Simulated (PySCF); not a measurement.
The isolated species `CC#[N+][GaH2-][CH2]Cl` is ionised with synchrotron light (hν = 3000.0 eV). Calculated photoelectron kinetic energies of its computed core levels, recoil neglected:

| line | kinetic energy (eV) |
| --- | --- |
| 1 | 2794.99 |
| 2 | 2793.33 |
| 3 | 2709.45 |
| 4 | 2706.43 |
| 5 | 2593.61 |
| 6 | 172.38 |

Computed with PySCF 2.14.0, delta-SCF UKS SCAN, pcX-2 on the ionised atom, pcseg-1 elsewhere, spin-free X2C.

Question: Convert to binding energies and name the level and atom behind each line. Numbering: `[CH3:1][C:2]#[N+:3][GaH2-:4][CH2:5][Cl:6]`.

Answer: Against the vacuum level, binding energy = hν − kinetic energy.

```tsv
line	binding energy (eV)	level	atoms	environment
1	205.01	Cl 2p3/2	Cl6	alkyl chlorine
2	206.67	Cl 2p1/2	Cl6	alkyl chlorine
3	290.55	C 1s	C5	sp3 C–Cl carbon
4	293.57	C 1s	C1	methyl carbon
5	406.39	N 1s	N3	nitrogen bonded to C and Ga
6	2827.62	Cl 1s	Cl6	alkyl chlorine
```

The listed C 1s values span 3.02 eV, from C5 (bonded to Cl, 2 H and Ga) to C1 (bonded to C and 3 H). Summing the Pauling electronegativity differences to the bonded atoms, each weighted by its formal bond order, gives -0.83 for the lowest site and -1.05 for the highest; the largest sum, -0.83, belongs to C5, 3.02 eV below the top. The smallest sum, -1.05, belongs to C1, 3.02 eV above the lowest.

Question: Express the binding energy of Cl 2p3/2 of Cl6 in atomic units and per mole.

Answer: 205.01 eV = 7.5340 Eh = 19780 kJ/mol.

Other core shells, valence and Auger electrons aren't listed. The list is incomplete; no value stands for C 1s of C2 (hole states with ⟨S²⟩ of 1 or more are left out). The unrestricted hole states depart most from a pure doublet (⟨S²⟩ = 0.75; over 0.85 named) for N 1s of N3 (0.93), which makes this value less certain. 2p3/2 and 2p1/2 are the ΔSCF energy of one spin-free 2p hole plus the eigenvalues of a spin–orbit and ligand-field matrix of the shell. 2p1/2 minus 2p3/2 (ligand field included): Cl 1.65 eV. No level of gallium is listed. One conformer (not necessarily the lowest) at the PBE0-D3(BJ)/def2-SVP geometry, without solvent, vibrations or thermal averaging.

On one thread, Arm Neoverse N1 (aarch64), shared host, this took 82 s and 0.60 GiB of memory at its peak.

The values belong to the conformer `[CH3:1][C:2]#[N+:3][GaH2-:4][CH2:5][Cl:6]`: N3–Ga4–C5–Cl6 179°.
